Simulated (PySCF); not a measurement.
## Spinor energies of Ir³⁺ (iridium, charge +3)

Start: [Xe] 4f14 5d6; 5d3/2 filled at m_j = -3/2, -1/2, +1/2, +3/2; 5d5/2 filled at m_j = +3/2, +5/2. Calculated with PySCF 2.14 in x2c-SVPall-2c: generalised Hartree-Fock with the X2C-1e Hamiltonian and a Gaussian nucleus; one run each with spin-orbit coupling (SO) switched off, then screened by Boettger's factors.

```csv
spinor shell,electrons,"ε, spin-free (eV)","ε, screened SO (eV)",weight of nominal j (screened SO),"rms radius, screened SO (bohr)"
1s1/2,2,-76562.6,-76535.9,1.000,0.0197
2s1/2,2,-13568.5,-13560.0,1.000,0.0795
2p1/2,2,-11801.0,-12969.3,1.000,0.0675
2p3/2,4,-11801.0,-11335.7,1.000,0.0752
3s1/2,2,-3264.7,-3261.7,1.000,0.203
3p1/2,2,-2739.3,-2997.7,1.000,0.195
3p3/2,4,-2739.3,-2634.1,1.000,0.210
3d3/2,4,-2152.5,-2196.9,1.000,0.186
3d5/2,6,-2152.5,-2119.8,1.000,0.189
4s1/2,2,-756.99,-755.95,1.000,0.450
4p1/2,2,-581.66,-643.25,1.000,0.456
4p3/2,4,-581.66,-556.17,1.000,0.489
4d3/2,4,-361.62,-370.82,0.999,0.508
4d5/2,6,-361.62,-354.25,0.999,0.519
5s1/2,2,-147.10,-146.81,1.000,1.05
4f5/2,6,-114.85,-116.17,0.986,0.586
4f7/2,8,-114.85,-112.84,0.989,0.586
5p1/2,2,-98.491,-109.80,0.952,1.19
5p3/2,4,-98.491,-93.367,0.977,1.22
5d3/2,4,-44.346,-44.376,0.739,1.64
5d5/2,2,-44.346,-44.188,0.807,1.66
```

```json
{"quantity": "E (hartree)", "spin-free": "-17811.48021", "screened SO": "-17836.01678"}
{"quantity": "M_J", "spin-free": "4", "screened SO": "4"}
{"quantity": "⟨J²⟩", "spin-free": "20.015", "screened SO": "20.036"}
{"quantity": "⟨L²⟩", "spin-free": "6.013", "screened SO": "6.951"}
{"quantity": "⟨S²⟩", "spin-free": "6.002", "screened SO": "5.603"}
```

Each row is a mean over spinors that exchange with the open shell spreads, by up to 8.654 eV (5p3/2).

Rows whose weight is well below 1 are mixtures of j = l ± 1/2: exchange outweighs spin-orbit coupling there, and the label is only the starting occupation.

Breit and QED terms are absent; they matter most for the inner s and p1/2 levels.

Densities and radii are taken from the X2C orbitals without a picture-change correction, which distorts them close to the nucleus.

Without spin-orbit coupling the j labels of p, d and f shells carry no meaning; the spin-free column gives the mean over the occupied spinors of each nl shell.
